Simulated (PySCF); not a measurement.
A compound of formula C21H18O4S has these computed shifts in ppm, with the number of atoms in brackets (GIAO PBE0/pcSseg-1, IEF-PCM chloroform, PySCF SCF with an in-house response code, fitting set def2-universal-JFIT up to Ne and JKFIT beyond, grid level 2, non-relativistic, geometry: GFN2-xTB; 13C, 1H against isolated TMS; 17O against isolated H2O; 33S against isolated CS2).

17O: 584.2 (1), 241.6 (1), 239.0 (1), 222.6 (1)
13C: 213.5 (1), 154.3 (1), 145.3 (1), 142.3 (1), 139.6 (1), 138.0 (2), 137.7 (1), 137.6 (1), 136.0 (2), 135.6 (2), 135.1 (2), 135.0 (2), 134.6 (2), 85.3 (1), 24.6 (1)
1H: 8.41 (2), 8.20 (2), 8.12 (2), 8.01 (1), 7.95 (2), 7.93 (1), 7.93 (2), 7.88 (2), 6.57 (1), 2.71 (3)
33S: 322.3 (1)

(1) Which structure gave them?

## Answers

(1) Cc1ccc(S(=O)(=O)O[C@@H](C(=O)c2ccccc2)c2ccccc2)cc1. Other isomers were not compared.
